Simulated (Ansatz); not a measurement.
Species: C₂HO, net charge 0, doublet state. SMILES: [C]#CO
Geometry: optimised at B3LYP-D3(BJ)/def2-TZVP (Ansatz, a quantum-chemistry and plane-wave program).

Property: enthalpy of formation at 298 K, in kcal/mol. Set-up: LANL2DZ all-electron up to Ne; dispersion terms only where a functional's name holds one; frozen cores in correlated levels; spin-orbit terms left out; 6-311+G** with 5d; non-relativistic; UHF or UKS for open shells; six Cartesian d functions in 6-31G* and its kin unless marked 5d. Basis-set limits of correlation are two-point, X^-3; Hartree-Fock from the larger set. First-principles rows: single points at B3LYP-D3(BJ) geometries (Ansatz), with unscaled harmonic terms from B3LYP/6-31G* (Ansatz) at its own minima, enthalpies of formation by atomisation with measured atoms.

Coupled cluster (Ansatz) is a level with limits of its own, used here on species with T1 under 0.025 (0.045 for open shells) and stable references: CCSD(T)/CBS(cc-pVTZ,cc-pVQZ).

Value to compare with, CCSD(T)/CBS(cc-pVTZ,cc-pVQZ) (Ansatz): 99.6 kcal/mol.

```tsv
level	program	enthalpy of formation at 298 K (kcal/mol)	difference
B3LYP/STO-3G	Ansatz	91.4	-8.2
B3LYP/3-21G	Ansatz	123.2	23.6
B3LYP/LANL2DZ	Ansatz	139.8	40.2
B3LYP/6-31G	Ansatz	131.8	32.2
B3LYP/6-31G*	Ansatz	102.8	3.2
B3LYP/6-31+G*	Ansatz	105.8	6.2
B3LYP/6-31G**	Ansatz	99.2	-0.4
B3LYP/def2-SVP	Ansatz	93.0	-6.6
B3LYP/cc-pVDZ	Ansatz	103.4	3.8
B3LYP/6-311+G**	Ansatz	100.9	1.3
B3LYP/def2-TZVPD	Ansatz	96.8	-2.8
```

Among the 10 habitual levels, B3LYP/LANL2DZ lies farthest from CCSD(T)/CBS(cc-pVTZ,cc-pVQZ) (Ansatz) (40.2 kcal/mol) and B3LYP/6-31G** nearest (-0.4); 7 of 10 lie above it, and their mean absolute difference is 12.6 kcal/mol, the median 6.4. One case shows no general order.

The sets are all those run for this method; left out are runs that failed, that the program found above a lower state of the same kind, or whose <S^2> lies over 0.5 above the pure value.
